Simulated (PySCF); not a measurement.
C₂H₇NO₂Si, singlet, geometry from GFN2-xTB. Base run: B3LYP/6-31G, polarisability (PySCF).

Here is a job for PySCF.
```python
from pyscf import gto, scf, dft
from pyscf.prop import polarizability

mol = gto.M(
    atom='''
C     1.94560300    0.64114705    1.38862673
C     1.45337247   -0.19707967    0.49176087
Si   -0.29103373   -0.12795149   -0.22188279
N    -1.28787722    0.67329383    0.93730031
O    -0.81455440   -1.62758698   -0.59557474
O    -0.35500907    0.69440943   -1.63789036
H     1.35117034    1.44575851    1.78959181
H     2.95467806    0.56500731    1.76623322
H     2.09842456   -0.98942558    0.12982886
H    -2.24565271    0.85118936    0.67715916
H    -1.26018228    0.33088787    1.88300949
H    -0.69077529   -1.94945809   -1.48421156
H    -0.15539505    1.62532099   -1.63095867
''',
    basis='6-31g',
    verbose=4,
)

mf = dft.RKS(mol)
mf.xc = 'b3lyp'
mf.kernel()
alpha = mf.Polarizability().polarizability()[2, 2]
print('alpha_zz =', alpha)
```

Variants of this job, named by their change:

| change | alpha_zz (bohr³) | basis functions | core-seconds (rough) |
|---|---|---|---|
| base | 48.85 | 72 | 20 |
| basis = 6-31G* | 49.95 | 102 | 30 |
| functional = pbe | ? | 72 | 20 |
| functional = hf | 45.31 | 72 | 3 |
| finite field (a.u.) = 0.001; conv_tol = 1e-6 | 48.69 | 72 | 10 |
| basis = STO-3G | ? | ? | 10 |
| finite field (a.u.) = 0.05; conv_tol = 1e-11 | 49.87 | 72 | 30 |
| functional = pbe0 | 48.43 | 72 | 20 |
| finite field (a.u.) = 0.001; conv_tol = 1e-11 | 48.85 | 72 | 20 |
| basis = cc-pVDZ | 52.30 | 123 | 50 |
| basis = def2-SVP | 51.20 | 123 | 50 |
| basis = 6-31+G* | 60.98 | 126 | 40 |

Some entries are withheld; supply them.


- functional = pbe, alpha_zz (bohr³): 50.73
- basis = STO-3G, alpha_zz (bohr³): 31.50
- basis = STO-3G, basis functions: 41

Finite-field rows take the second difference of the energy in a field along z; a small field with loose convergence shows SCF noise divided by the square of the field, and a large one adds hyperpolarisability.
